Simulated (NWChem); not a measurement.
# CH6GeS; SMILES [S](C)[GeH3]

```xyz
9

Ge     0.0503     0.9937     0.0000
S     -0.6963    -1.0989     0.0000
C      0.8864    -1.9984     0.0000
H     -1.1984     1.8870     0.0000
H      0.9068     1.2563     1.2552
H      0.9068     1.2563    -1.2552
H      1.4800    -1.7783    -0.8992
H      0.6379    -3.0687     0.0000
H      1.4800    -1.7783     0.8992
```
Atoms are numbered in this order, from 1.

Program: NWChem. Coordinates come from a PBE0/def2-SVP optimisation. Ions are spin-unrestricted doublets at the neutral geometry; other ion states weren't tried. Functional: LC-ωPBE (HJS hole) with def2-SVP; rows give the range parameter ω in 1/bohr.

```tsv
range parameter (1/bohr)	vertical ionisation energy, ΔSCF (eV)	−ε(HOMO) (eV)	ΔSCF minus −ε(HOMO) (eV)
0.20	(withheld)	(withheld)	(withheld)
0.30	9.02	8.86	0.16
0.35	9.06	9.17	-0.11
0.40	9.10	9.42	-0.32
0.80	9.19	10.32	-1.13
```

Fill in the missing entries.


- 0.20, vertical ionisation energy, ΔSCF (eV): 8.91
- 0.20, −ε(HOMO) (eV): 8.05
- 0.20, ΔSCF minus −ε(HOMO) (eV): 0.86
